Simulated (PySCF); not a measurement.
C₂H₆N₂OSi, SMILES [Si@H]1(N)N=COC1.

The structure is a stationary point at B3LYP-D3(BJ)/def2-SVP. The structure was generated by enumeration; whether it is a known compound was not checked. One conformer was computed; it need not be the lowest.

Two levels are set side by side: TDDFT-PBE/def2-SVPD (PySCF) and TDDFT-B3LYP/def2-SVPD (PySCF). Vertical, same geometry. The lowest singlet is HOMO→LUMO 98 % with PBE and HOMO→LUMO 85 % with the other functional; states are paired by order. Differences are taken from unrounded values.

```csv
quantity,TDDFT-B3LYP,TDDFT-PBE,TDDFT-PBE minus TDDFT-B3LYP
lowest singlet excitation (eV),5.40,5.01,-0.39
lowest triplet excitation (TDA) (eV),4.94,4.67,-0.28
```

Functionals without exact exchange tend to place singlet excitations lower, as here. Differences between two approximate levels are no errors against the true value.

Rough cost on one machine, each run with all the roots and properties that it gave: TDDFT-B3LYP against TDDFT-PBE about 4 times.
